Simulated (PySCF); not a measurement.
Point-charge models of `c1ccc([SiH2]c2ccccc2)cc1` against its computed dipole.

Coordinates (PBE0-D3(BJ)/def2-SVP, Å) and charges (e) from the PBE0/pcSseg-1 density (PySCF):

```json
{"atom": "C1", "x": "-3.851", "y": "0.894", "z": "0.529", "Mulliken": "-0.0904", "IAO": "-0.1428", "Hirshfeld": "-0.0440", "ESP-fitted": "-0.1168"}
{"atom": "C2", "x": "-2.724", "y": "1.216", "z": "1.286", "Mulliken": "-0.0738", "IAO": "-0.1495", "Hirshfeld": "-0.0478", "ESP-fitted": "-0.1440"}
{"atom": "C3", "x": "-1.570", "y": "0.445", "z": "1.180", "Mulliken": "-0.0694", "IAO": "-0.1351", "Hirshfeld": "-0.0425", "ESP-fitted": "-0.1902"}
{"atom": "C4", "x": "-1.518", "y": "-0.664", "z": "0.319", "Mulliken": "-0.4096", "IAO": "-0.2815", "Hirshfeld": "-0.0947", "ESP-fitted": "+0.0397"}
{"atom": "Si5", "x": "0.046", "y": "-1.698", "z": "0.192", "Mulliken": "+0.8068", "IAO": "+0.7451", "Hirshfeld": "+0.3241", "ESP-fitted": "+0.1843"}
{"atom": "C6", "x": "1.546", "y": "-0.585", "z": "-0.029", "Mulliken": "-0.4012", "IAO": "-0.2815", "Hirshfeld": "-0.0963", "ESP-fitted": "+0.0152"}
{"atom": "C7", "x": "2.793", "y": "-0.936", "z": "0.510", "Mulliken": "-0.0704", "IAO": "-0.1362", "Hirshfeld": "-0.0461", "ESP-fitted": "-0.1468"}
{"atom": "C8", "x": "3.910", "y": "-0.125", "z": "0.322", "Mulliken": "-0.0774", "IAO": "-0.1504", "Hirshfeld": "-0.0492", "ESP-fitted": "-0.1734"}
{"atom": "C9", "x": "3.797", "y": "1.057", "z": "-0.409", "Mulliken": "-0.0908", "IAO": "-0.1432", "Hirshfeld": "-0.0444", "ESP-fitted": "-0.1175"}
{"atom": "C10", "x": "2.564", "y": "1.424", "z": "-0.949", "Mulliken": "-0.0742", "IAO": "-0.1495", "Hirshfeld": "-0.0482", "ESP-fitted": "-0.1453"}
{"atom": "C11", "x": "1.450", "y": "0.610", "z": "-0.759", "Mulliken": "-0.0710", "IAO": "-0.1357", "Hirshfeld": "-0.0444", "ESP-fitted": "-0.1681"}
{"atom": "C12", "x": "-2.659", "y": "-0.971", "z": "-0.436", "Mulliken": "-0.0688", "IAO": "-0.1360", "Hirshfeld": "-0.0454", "ESP-fitted": "-0.1482"}
{"atom": "C13", "x": "-3.818", "y": "-0.200", "z": "-0.333", "Mulliken": "-0.0769", "IAO": "-0.1506", "Hirshfeld": "-0.0490", "ESP-fitted": "-0.1723"}
{"atom": "H14", "x": "-4.757", "y": "1.500", "z": "0.610", "Mulliken": "+0.0996", "IAO": "+0.1518", "Hirshfeld": "+0.0515", "ESP-fitted": "+0.1370"}
{"atom": "H15", "x": "-2.746", "y": "2.076", "z": "1.961", "Mulliken": "+0.0979", "IAO": "+0.1513", "Hirshfeld": "+0.0511", "ESP-fitted": "+0.1411"}
{"atom": "H16", "x": "-0.690", "y": "0.716", "z": "1.772", "Mulliken": "+0.0940", "IAO": "+0.1474", "Hirshfeld": "+0.0467", "ESP-fitted": "+0.1510"}
{"atom": "H17", "x": "0.262", "y": "-2.522", "z": "1.424", "Mulliken": "-0.0925", "IAO": "-0.1238", "Hirshfeld": "-0.0811", "ESP-fitted": "-0.0697"}
{"atom": "H18", "x": "-0.115", "y": "-2.636", "z": "-0.964", "Mulliken": "-0.0945", "IAO": "-0.1241", "Hirshfeld": "-0.0806", "ESP-fitted": "-0.0673"}
{"atom": "H19", "x": "2.894", "y": "-1.857", "z": "1.093", "Mulliken": "+0.0863", "IAO": "+0.1449", "Hirshfeld": "+0.0468", "ESP-fitted": "+0.1398"}
{"atom": "H20", "x": "4.873", "y": "-0.413", "z": "0.751", "Mulliken": "+0.0973", "IAO": "+0.1509", "Hirshfeld": "+0.0506", "ESP-fitted": "+0.1474"}
{"atom": "H21", "x": "4.671", "y": "1.697", "z": "-0.556", "Mulliken": "+0.0992", "IAO": "+0.1514", "Hirshfeld": "+0.0513", "ESP-fitted": "+0.1364"}
{"atom": "H22", "x": "2.471", "y": "2.352", "z": "-1.519", "Mulliken": "+0.0971", "IAO": "+0.1510", "Hirshfeld": "+0.0509", "ESP-fitted": "+0.1392"}
{"atom": "H23", "x": "0.486", "y": "0.914", "z": "-1.178", "Mulliken": "+0.0977", "IAO": "+0.1487", "Hirshfeld": "+0.0435", "ESP-fitted": "+0.1464"}
{"atom": "H24", "x": "-2.645", "y": "-1.824", "z": "-1.120", "Mulliken": "+0.0877", "IAO": "+0.1461", "Hirshfeld": "+0.0465", "ESP-fitted": "+0.1350"}
{"atom": "H25", "x": "-4.696", "y": "-0.454", "z": "-0.931", "Mulliken": "+0.0975", "IAO": "+0.1511", "Hirshfeld": "+0.0508", "ESP-fitted": "+0.1472"}
```

Q: What dipole does each set of charges give (1 e·Å = 4.803 D), and what does the density give?

A: The full density gives (-0.06, 1.00, -0.04) D, 1.00 D in size; dipole vectors point from the negative to the positive end.

```json
{"scheme": "Mulliken", "μx": "0.00", "μy": "-0.81", "μz": "0.03", "size (D)": "0.81", "share of the full size (%)": "80", "angle to the full dipole (°)": "177"}
{"scheme": "IAO", "μx": "-0.03", "μy": "-0.26", "μz": "0.01", "size (D)": "0.26", "share of the full size (%)": "26", "angle to the full dipole (°)": "170"}
{"scheme": "Hirshfeld", "μx": "-0.08", "μy": "0.37", "μz": "0.02", "size (D)": "0.38", "share of the full size (%)": "38", "angle to the full dipole (°)": "10"}
{"scheme": "ESP-fitted", "μx": "-0.06", "μy": "1.01", "μz": "-0.05", "size (D)": "1.01", "share of the full size (%)": "101", "angle to the full dipole (°)": "0"}
```

Q: Which set comes closest?

A: Length of the difference vector: ESP-fitted 0.01 D, Hirshfeld 0.63 D, IAO 1.26 D, Mulliken 1.81 D. Closest: ESP-fitted. ESP charges are fitted to the potential around the molecule, whose slowest-falling term is the dipole's. 

Q: What is left for the Hirshfeld atoms' own dipoles?

A: The shares of the density sum to the whole, so what Σ q r misses lies in dipoles about the nuclei. The atomic dipoles sum to (-0.06, 1.00, -0.04) − (-0.08, 0.37, 0.02) = (0.02, 0.63, -0.06) D, 0.63 D in size.

Q: With the origin at the mean of the coordinates, (-0.001, 0.001, 0.111) Å, which are the largest single terms, by size, of the IAO dipole along the direction of the full one?

A: Si5 -6.08, H22 +1.65, H15 +1.56, H17 +1.54, H18 +1.54 D; all 25 atoms together -0.25 D. The single terms depend on the origin, their sum doesn't.

Q: Give the size of the full dipole in other units.

A: 1.00 D = 0.395 au = 0.209 e·Å = 3.35 × 10⁻³⁰ C·m.

Geometry: PBE0-D3(BJ)/def2-SVP, one conformer, isolated molecule.

The run behind these numbers computed NMR shieldings as well. Time: 39 s wall, 95 s CPU; peak memory 2.4 GiB. Hardware: an AMD EPYC 9R14 with 2 threads, shared host with 96 logical CPUs at a one-minute load of 18.

The values belong to the conformer `[cH:1]1[cH:2][cH:3][c:4]([SiH2:5][c:6]2[cH:7][cH:8][cH:9][cH:10][cH:11]2)[cH:12][cH:13]1`: C3–C4–Si5–C6 -48°, C4–Si5–C6–C7 147°.
